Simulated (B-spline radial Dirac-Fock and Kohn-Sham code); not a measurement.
**2s emission of Sr⁴⁺**

System: the Sr⁴⁺ ion, configuration [Ar] 3d10 4s2 4p4.

Input of the calculation (task.json; shells as n, l, electrons):

```json
{"items": [{
  "Z": 38,
  "q": 4,
  "cfg": [[1, 0, 2], [2, 0, 2], [2, 1, 6], [3, 0, 2], [3, 1, 6], [3, 2, 10], [4, 0, 2], [4, 1, 4]],
  "A": 88,
  "rrms": 4.224,
  "do": ["binding", "quiet", "decay"],
  "holes": ["K", "L1", "L2", "L3", "M1", "M2", "M3", "M4", "M5", "N1"]
}]}
```

Launch: `python xray_run.py task.json out`

Calculated with a B-spline atomic structure program, using independent-particle rates on relativistic LDA orbitals of the hole state (multipoles up to L = 3, Coulomb Auger matrix elements, transition energies from Dirac-Fock).

```tsv
line	multipole	energy (eV)	rate (s⁻¹)	share (%)
L1-L2	E1	213.9	8.07e+10	0.220
L1-L3	E1	–	3.81e+11	1.04
L1-M2	E1	1940.7	1.18e+13	32.0
L1-M3	E1	–	2.08e+13	56.5
L1-M4	E2	2088.9	8.47e+10	0.230
L1-M5	E2	2090.7	1.26e+11	0.343
L1-N2	E1	2210.1	1.26e+12	3.43
L1-N3	E1	2211.5	2.27e+12	6.17
```

The listed lines hold 100.0 % of the radiative rate. A dash stands for an energy that rests on an unreliable hole state. The radiative width is 0.0242 eV in the length form and 0.0241 eV in the velocity form; the two differ because the transition energies are not eigenvalue differences of the potential that gave the orbitals.
